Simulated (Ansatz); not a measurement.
Reaction (atomization): `[BH2][GeH]([CH3])[CH3]` → B• + 2 C• + Ge• + 9 H•

Program: Ansatz. Geometries: PBE0-D4/def2-TZVP. ΔE: electronic, gas phase. CBS: MP2 limit from def2 TZ/QZ plus the TZ coupled-cluster correction, frozen cores. This one scheme is used for every species, atoms too. Functionals use def2-TZVPP. Open shells (•) are unrestricted, without spin–orbit coupling. Spin–orbit coupling would lower the free atoms: a little for B, C; clearly for Ge. Bonds to Ge are less sure, by a few kJ/mol each and by 10 to 20 or more in all where they break to atoms, as the def2 sets lack core-valence functions. Scalar relativity is left out up to krypton.

`[BH2][GeH]([CH3])[CH3]`:

Cartesian coordinates in Å:
```
B -1.252 -1.451 -0.910
Ge -0.342 0.245 -0.177
C -0.213 0.285 1.780
C 1.426 0.587 -0.957
H -1.024 -1.850 -2.016
H -2.062 -2.051 -0.265
H -1.281 1.406 -0.612
H 0.182 1.244 2.116
H 0.452 -0.505 2.133
H -1.196 0.135 2.231
H 1.366 0.607 -2.046
H 2.128 -0.196 -0.664
H 1.815 1.545 -0.612
```

| level | ΔE (eV) |
| --- | --- |
| r2SCAN-D4 | 46.36 |
| HF/def2-TZVPP | 35.49 |

(1) What does CCSD(T)/CBS give? (Estimate.)

Largest T1 diagnostic among the species: 0.014.

Results:

(1) Ansatz gave: +46.23 eV. The listed levels differ from it by 0.13, -10.74 eV.

From PBE to PBE0 (25 % exact exchange), in def2-TZVPP and without D4, ΔE moves by −0.21 eV: exact exchange takes away binding that semilocal exchange gives to molecules. In def2-TZVPP, CCSD(T) changes the Hartree–Fock value by +9.94 eV (the triples alone add +0.44 eV) and MP2 by +9.99 eV; breaking electron pairs costs correlation energy, which Hartree–Fock lacks. The D4 term adds +0.37 eV with B3LYP and +0.20 eV with PBE0; it sums over pairs of atoms, weighted by their polarisabilities, and B3LYP, whose exchange is more repulsive, gets the larger term.

B3LYP here is the variant with VWN-RPA as its local correlation; programs differ in this.

For atomizations the MP2-based limit and the directly extrapolated one differ by several kJ/mol either way, and by 10 to 25 for some Ge, Se and Sn compounds, so smaller differences from it don't rank the levels.
